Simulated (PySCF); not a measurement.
Gas-phase reaction: 2 Ge(CH3)4 + 3 C4H10 (n-butane) → 2 GeH3 + 4 CH3C(CH3)2CH3

Energies from PySCF, thermal terms from the rigid-rotor harmonic-oscillator model, ideal gas at 1 bar. S°(298 K) at PBE0/def2-TZVP differs from the NASA 1993 table for C4H10 (n-butane) (-9 J/mol/K); whether the harmonic model or the table's entry is off was not settled. † marks an energy on the PBE0/def2-TZVP geometry and frequencies; other levels use their own. MP2 freezes the core. 6-31G* has spherical d functions here. Open shells (unrestricted): GeH3 (multiplicity 2); the rest are closed-shell singlets. B3LYP is the form with VWN-RPA correlation. Ge: all electrons, no relativistic terms. GeH3: computed as isolated molecules; such fragments, hydroxides, amides, oligomers or adducts are transient or little studied in the gas. MP2 isn't extrapolated to the basis-set limit; its ΔH°(298 K) is 289.1 kJ in def2-SVP and 403.7 kJ in def2-TZVPP. The harmonic model lacks anharmonicity and excited electronic states, which grow with temperature; levels with a mode under 35 cm⁻¹ are left out. Internal rotation in Ge(CH3)4, C4H10 (n-butane), CH3C(CH3)2CH3 is treated as a harmonic vibration of one conformer, which makes the entropy rough.

```json
[
 {"level": "B3LYP/6-31G*", "ΔE electronic, kJ": "377", "ΔH°(298 K), kJ": "339", "ΔS°(298 K), J/K": "20", "ΔG°(1400 K), kJ": "326"},
 {"level": "B3LYP/def2-TZVP†", "ΔE electronic, kJ": "429", "ΔH°(298 K), kJ": "394", "ΔS°(298 K), J/K": "24", "ΔG°(1400 K), kJ": "376"},
 {"level": "BLYP/def2-TZVP†", "ΔE electronic, kJ": "433", "ΔH°(298 K), kJ": "398", "ΔS°(298 K), J/K": "24", "ΔG°(1400 K), kJ": "380"},
 {"level": "HF/6-31G*", "ΔE electronic, kJ": "301", "ΔH°(298 K), kJ": "267", "ΔS°(298 K), J/K": "24", "ΔG°(1400 K), kJ": "253"},
 {"level": "HF/def2-TZVP†", "ΔE electronic, kJ": "349", "ΔH°(298 K), kJ": "313", "ΔS°(298 K), J/K": "24", "ΔG°(1400 K), kJ": "296"},
 {"level": "MP2/def2-TZVPP†", "ΔE electronic, kJ": "439", "ΔH°(298 K), kJ": "404", "ΔS°(298 K), J/K": "24", "ΔG°(1400 K), kJ": "386"},
 {"level": "r2SCAN/def2-TZVP†", "ΔE electronic, kJ": "409", "ΔH°(298 K), kJ": "374", "ΔS°(298 K), J/K": "24", "ΔG°(1400 K), kJ": "356"},
 {"level": "ωB97M-V/def2-TZVP†", "ΔE electronic, kJ": "410", "ΔH°(298 K), kJ": "375", "ΔS°(298 K), J/K": "24", "ΔG°(1400 K), kJ": "357"},
 {"level": "ωB97X-V/def2-TZVP†", "ΔE electronic, kJ": "421", "ΔH°(298 K), kJ": "386", "ΔS°(298 K), J/K": "24", "ΔG°(1400 K), kJ": "368"}
]
```
ΔH° is lowest at HF/6-31G* and highest at MP2/def2-TZVPP†. No reference value is set beside these.
